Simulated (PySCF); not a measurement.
# Polarisability and C₆ of Hg+ (mercury, charge +1)

[Xe] 4f14 5d10 6s1, 2S determinant. Calculation: PySCF 2.14, in aug-cc-pVTZ-PP with one added diffuse shell each of s, p, d, f, g type with ECP60MDF (7s7p6d4f3g, 113 functions); scalar relativity through the core potential. Coupled (time-dependent) response in atomic units; α is the mean over directions.

| method | mean α (bohr³) | C₆ (like pair) | S(−4) |
| --- | --- | --- | --- |
| wB97X-V | 20.52 | 153.3 | 176.2 |

S(−4) is the Cauchy moment in α(ω) = α(0) + S(−4) ω² + …

α(iu) at wB97X-V:

```csv
u (hartree),α(iu) (bohr³)
0,20.52
0.0500,20.09
0.100,18.96
0.200,15.89
0.300,13.09
0.500,9.362
0.750,6.785
1.00,5.243
1.50,3.457
2.00,2.459
3.00,1.418
5.00,0.6333
```

A single London oscillator, α(iu) = α/(1 + u²/ω²), gives C₆ = (3/4) ω α². Matching the computed C₆ needs ω = 4 × 153.3 / (3 × 20.52²) = 0.485 hartree.

For an ion, C₆ is the dispersion term alone; charge-induced terms of lower order in 1/R come first.

Energies and moments cover only the electrons outside the core potential. Spin-orbit coupling, which splits the p, d and f shells strongly at this Z, is absent.
